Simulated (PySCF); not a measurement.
Static response to an electric field

Compound: Si(vinyl)Cl3, C₂H₃Cl₃Si.
Geometry (PBE0-D3(BJ)/def2-SVP, Å), atoms numbered from 1 in this order:
```
atom  x, y, z in Å
Si1   -0.1383    0.3076   -1.1622
C2    -0.1693    0.3353    0.6865
C3     0.3284   -0.6558    1.4330
H4    -0.6086    1.2149    1.1721
H5     0.7747   -1.5522    0.9883
H6     0.3115   -0.6169    2.5274
Cl7    1.7886    0.3071   -1.8671
Cl8   -1.1004    1.9621   -1.8967
Cl9   -1.0539   -1.3715   -1.9070
```

Level: B3LYP/def2-SVPD (PySCF), static field, nuclei fixed, core orbitals frozen in the response. The polarisability tensor in these axes (au):

```
x   84.06 -4.03  3.56
y   -4.03 90.22 -7.13
z    3.56 -7.13 92.90
```

Q: Diagonalise the tensor; give its mean and Δα, where Δα² is half the sum of the squared differences of the eigenvalues.

A: Principal values 82.06, 84.58 and 100.53 au; mean 89.06 au = 13.20 Å³ = 14.68 × 10⁻⁴⁰ C²·m²/J; Δα = 17.35 au (19 % of the mean).

Q: What is the dipole moment, and where does it point?

A: (0.11, -0.28, 2.34) D, 2.36 D in size, pointing from the negative to the positive side. Measured along this direction, the outermost atoms are Cl8 at the negative end and H6 at the positive end.

Q: What depolarisation ratio follows for Rayleigh scattering of linearly polarised light, taking the static tensor?

A: ρ = 3Δα²/(45ᾱ² + 4Δα²) = 902.7/(356915 + 1203.6) = 0.00252.

Q: Find the Langevin capture rate constant for O2+ (31.990 u) meeting this molecule (159.907 u), k = 2.342 × 10⁻⁹ cm³/s × √(α in Å³ / reduced mass in u).

A: The reduced mass is 26.66 u, so k = 1.65 × 10⁻⁹ cm³/s. The formula leaves out the permanent dipole, which adds to the capture rate.

Q: Molar refractivity from α?

A: Lorentz–Lorenz: R = (4π/3)N_A α = 2.5225 cm³/(mol·Å³) × 13.20 Å³ = 33.3 cm³/mol, in the limit of long wavelengths.

Q: Refractivity n − 1 of an ideal gas of it at 400 K and 1 atm, from the electronic α?

A: N = p/kT = 1.8347 × 10¹⁹ cm⁻³, so n − 1 = 2π × N × 13.20 × 10⁻²⁴ cm³ = 1521 × 10⁻⁶ at long wavelengths, for an ideal gas.

The structure is a single PBE0-D3(BJ)/def2-SVP conformer in the gas phase; no vibrational or solvent corrections.

The run behind these numbers computed excited states as well. Time: 47 s wall (grids of density and orbitals included); peak memory 0.76 GiB. Hardware: one thread of an AMD EPYC, no GPU (shared host).
